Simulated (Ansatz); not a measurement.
Start from `[CH3][Sc]([NH2])[NH2]` and change one atom or group to get `[NH2][Sc]([NH2])[F]`.

Ansatz, PBE0-D4/def2-TZVP geometries, multiplicity 1. Each molecule was computed in one conformer, which needn't be the lowest.

Scalar relativity is left out up to krypton.

| property | `[CH3][Sc]([NH2])[NH2]` |
| --- | --- |
| HOMO energy (PBE0/def2-TZVPP) / eV | -6.65 |
| HOMO energy (ωB97M-V/def2-TZVPP) / eV | -8.98 |
| HOMO–LUMO gap (PBE0/def2-TZVPP) / eV | 5.40 |
| HOMO–LUMO gap (B3LYP/def2-TZVPP) / eV | 4.79 |
| size of the dipole moment (B3LYP/def2-TZVPP) / D | 1.40 |
| LUMO energy (PBE/def2-TZVPP) / eV | -2.14 |

(1) What does the change do to each property? (Best estimate.)

Results:

(1) Computed: 
```
                                        property  `[NH2][Sc]([NH2])[F]`  shift
              HOMO energy (PBE0/def2-TZVPP) / eV                  -7.09  -0.44
           HOMO energy (ωB97M-V/def2-TZVPP) / eV                  -9.48  -0.50
            HOMO–LUMO gap (PBE0/def2-TZVPP) / eV                   5.63   0.23
           HOMO–LUMO gap (B3LYP/def2-TZVPP) / eV                   5.04   0.25
size of the dipole moment (B3LYP/def2-TZVPP) / D                   2.23   0.83
               LUMO energy (PBE/def2-TZVPP) / eV                  -2.33  -0.19
```

With PBE0 the HOMO falls by 0.44 eV and the LUMO falls by 0.21 eV, so the gap widens by about 0.23 eV. PBE moves the HOMO by -0.43 eV and ωB97M-V by -0.50 eV. Dipoles are sizes alone; their direction can turn.

B3LYP here is the variant with VWN-RPA as its local correlation; programs differ in this.
